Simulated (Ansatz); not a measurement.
CH$_{4}$AlClIN, SMILES `N[CH2][Al]([Cl])[I]`, relaxed with RKS PBE0-D4/def2-TZVP in Ansatz 0.2.0 from a PBE-D4/def2-SVP geometry. The force threshold is 0.005 eV/Å; the program also tests the step.

Charge 0, multiplicity 1. I takes the def2 core potential.

Start:

```xyz
9

N     1.459   -0.233    0.593
C     0.053    0.097    0.829
Al   -1.167    0.151   -0.752
Cl   -3.251    0.544   -0.669
I    -0.125   -0.309   -2.980
H     1.885    0.437   -0.059
H     1.547   -1.148    0.133
H    -0.019    1.081    1.343
H    -0.382   -0.620    1.561
```

How much energy does the relaxation release, and in how many steps? (Estimate.)

Computed: 0.04 eV, in 8 steps.

Which bonds change most? (Estimate.)

Ansatz gave: Al3–I5 from 2.502 to 2.474 Å; Al3–Cl4 from 2.123 to 2.096 Å; C2–Al3 from 1.998 to 1.972 Å; C2–H9 from 1.113 to 1.096 Å.

Give the relaxed structure. (Estimate.)

Computed: 
```xyz
9

N     1.448   -0.221    0.592
C     0.039    0.091    0.818
Al   -1.144    0.140   -0.759
Cl   -3.193    0.566   -0.651
I    -0.161   -0.323   -2.981
H     1.870    0.446   -0.042
H     1.553   -1.128    0.154
H    -0.037    1.055    1.334
H    -0.376   -0.626    1.536
```
